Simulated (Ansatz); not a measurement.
The same path of C$_{3}$H$_{7}$FGe (12 atoms, charge 0, multiplicity 1) was run twice with different band settings. The coordinate that changes most is the dihedral C2–C4–Ge5–H12.

The calculation used RKS BLYP/def2-SVP (Ansatz 0.2.0).

Relaxed end points:

```xyz
12
Properties=species:S:1:pos:R:3
C -1.752 1.240 -0.180
C -0.443 0.573 0.131
F 0.286 1.303 1.038
C 0.071 -0.577 -0.342
Ge 1.825 -1.279 0.200
H -1.581 2.256 -0.593
H -2.351 1.367 0.746
H -2.339 0.651 -0.909
H -0.535 -1.140 -1.068
H 2.060 -2.617 -0.556
H 1.873 -1.546 1.730
H 2.963 -0.285 -0.163
```

```xyz
12
Properties=species:S:1:pos:R:3
C -1.640 1.215 -0.704
C -0.320 0.556 -0.371
F 0.743 1.195 -0.957
C -0.085 -0.527 0.394
Ge 1.710 -1.253 0.724
H -1.470 2.089 -1.360
H -2.159 1.563 0.213
H -2.320 0.513 -1.226
H -0.958 -1.019 0.851
H 2.393 -1.690 -0.602
H 1.564 -2.493 1.650
H 2.620 -0.204 1.422
```

Common settings: movable images 5; climbing image yes; optimiser quadratic models (default); start path IDPP; force threshold 0.05 eV/Å; iteration limit 60; end points relaxed.

| run | spring |
| --- | --- |
| 1 | 5.0 eV/Å² |
| 2 | 0.1 eV/Å² |

What does each run give, and how far can it be trusted?

Run 1: converged after 10 iterations, highest image 0.090 eV above the first end. The highest image is an end point: on this band no image between the ends rises above it. Between wells the path still climbs a hump at image 2, 0.02 eV above the well before it.
Run 2: converged after 12 iterations, highest image 0.090 eV above the first end. The highest image is an end point: on this band no image between the ends rises above it. Between wells the path still climbs a hump at image 2, 0.02 eV above the well before it.
